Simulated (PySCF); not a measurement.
**Peak assignment**

Molfile (atoms numbered from 1):
```
C4H10O3Si2
     RDKit          3D

 19 18  0  0  0  0  0  0  0  0999 V2000
    3.1668    2.2407   -0.3800 C   0  0  0  0  0  0  0  0  0  0  0  0
    2.8671    1.1085   -0.1063 C   0  0  0  0  0  0  0  0  0  0  0  0
    2.3911   -0.6374    0.3200 Si  0  0  0  0  0  4  0  0  0  0  0  0
    0.9188   -0.9289   -0.2878 O   0  0  0  0  0  0  0  0  0  0  0  0
   -0.6853   -0.7910   -0.3626 Si  0  0  0  0  0  4  0  0  0  0  0  0
   -1.2554   -1.7947    0.7598 O   0  0  0  0  0  0  0  0  0  0  0  0
   -2.5886   -2.0066    1.1201 C   0  0  0  0  0  0  0  0  0  0  0  0
   -1.2215    0.6949    0.0045 O   0  0  0  0  0  0  0  0  0  0  0  0
   -0.7929    1.9132   -0.5349 C   0  0  0  0  0  0  0  0  0  0  0  0
    3.4313    3.2313   -0.6201 H   0  0  0  0  0  0  0  0  0  0  0  0
    2.3883   -0.7696    1.7769 H   0  0  0  0  0  0  0  0  0  0  0  0
    3.2561   -1.5763   -0.3934 H   0  0  0  0  0  0  0  0  0  0  0  0
   -1.0139   -1.1733   -1.7298 H   0  0  0  0  0  0  0  0  0  0  0  0
   -3.0949   -2.6016    0.3560 H   0  0  0  0  0  0  0  0  0  0  0  0
   -2.5986   -2.5513    2.0650 H   0  0  0  0  0  0  0  0  0  0  0  0
   -3.1189   -1.0607    1.2379 H   0  0  0  0  0  0  0  0  0  0  0  0
   -1.2083    2.7137    0.0785 H   0  0  0  0  0  0  0  0  0  0  0  0
   -1.1488    2.0218   -1.5621 H   0  0  0  0  0  0  0  0  0  0  0  0
    0.2979    1.9763   -0.5311 H   0  0  0  0  0  0  0  0  0  0  0  0
  1  2  3  0
  2  3  1  0
  3  4  1  0
  4  5  1  0
  5  6  1  0
  6  7  1  0
  5  8  1  0
  8  9  1  0
  1 10  1  0
  3 11  1  0
  3 12  1  0
  5 13  1  0
  7 14  1  0
  7 15  1  0
  7 16  1  0
  9 17  1  0
  9 18  1  0
  9 19  1  0
M  END
```

Calculated, not measured (PySCF 2.14.0 with density-fitted response routines): NMR shieldings at PBE0/pcSseg-1/GIAO, geometry: GFN2-xTB. No relativistic terms, rapidly exchanging positions averaged, in vacuum, one conformer.

Chemical shifts δ = σref − σ; ¹³C and ¹H against TMS, all at this level.

Task: Assign these signals to the numbered atoms. ¹³C{¹H} NMR (computed): δ 102.7, 92.4, 51.7.

Result: 
| δ (ppm) | atoms | environment | reason |
| --- | --- | --- | --- |
| 102.7 | C1 | terminal alkyne carbon | sp carbons lie upfield of alkene carbons because the cylindrical π system leaves one tensor component strongly shielded |
| 92.4 | C2 | alkyne carbon | the triple bond shields along its axis, which puts it between sp3 and sp2 carbons |
| 51.7 | C7/C9 | methyl carbon bonded to O | pulled downfield by the heteroatom |

Task: Assign these signals to the numbered atoms. ¹H NMR (400 MHz, computed): δ 5.19 (d, 2H), 4.35 (s, 1H), 3.98 (s, 6H), 2.00 (t, 1H).

Result: 
5.19 → H11/H12, hydrogen on a silicon bonded to C, O
4.35 → H13, hydrogen on a silicon bonded to 3 O
3.98 → H14/H15/H16/H17/H18/H19, hydrogen on a methyl carbon bonded to O: its carbon carries O, an electronegative neighbour
2.00 → H10, hydrogen on a terminal alkyne carbon: it lies on the axis of the triple bond, in its shielding cone

Shifts are as computed. Against solution values, carbons near 30 ppm lie about +3 ppm off and those near 130 ppm about +5 ppm. Of 1309 compounds with measured shifts, 239 miss one by over three times the rms of a fit or turn the order of signals round; such compounds aren't used in these exercises. Multiplicities follow the n + 1 count of equivalent neighbours, as no J values were calculated; m marks all less simple cases, F and P coupling included.
